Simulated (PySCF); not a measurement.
# Trend along the chalcogens: MZn cations

PBE0 with triple-zeta basis sets in PySCF, for the lowest determinant that a PBE0 search found; no spin–orbit coupling. De refers to high-spin ground-configuration atoms (the charge goes to the atom of lower measured ionisation energy or higher electron affinity, which is not always the lowest computed limit). A positive dipole points towards Zn; it is taken about the centre of mass and depends on that origin.

| M | basis | charged atom | state (unpaired electrons) | Re (Å) | ωe (cm⁻¹) | De (eV) | μ (D) |
| --- | --- | --- | --- | --- | --- | --- | --- |
| O | def2-TZVPPD | Zn+ | doublet (π ↑) | 1.796 | 638 | 1.56 | 4.55 |
| Se | def2-TZVPPD | Zn+ | doublet (π ↑) | 2.278 | 289 | 2.12 | 5.22 |

Q: The row for M = S is missing. Estimate Re, ωe and De as the mean of the rows for O and Se, and compare with the calculation.

A: The means are 2.037 Å, 464 cm⁻¹ and 1.84 eV. PBE0 in def2-TZVPPD gives ZnS⁺ as a doublet (π ↑) with Re = 2.154 Å, ωe = 405 cm⁻¹, De = 2.10 eV, so the estimate is off by -11.7 pm, +15 % and -0.26 eV.

Spin–orbit coupling is left out. For an ion De counts to the pair picked by the measured ionisation energies or electron affinities, which need not be the lowest pair at this level. States were picked by a PBE0 search and need not be the measured ground states.
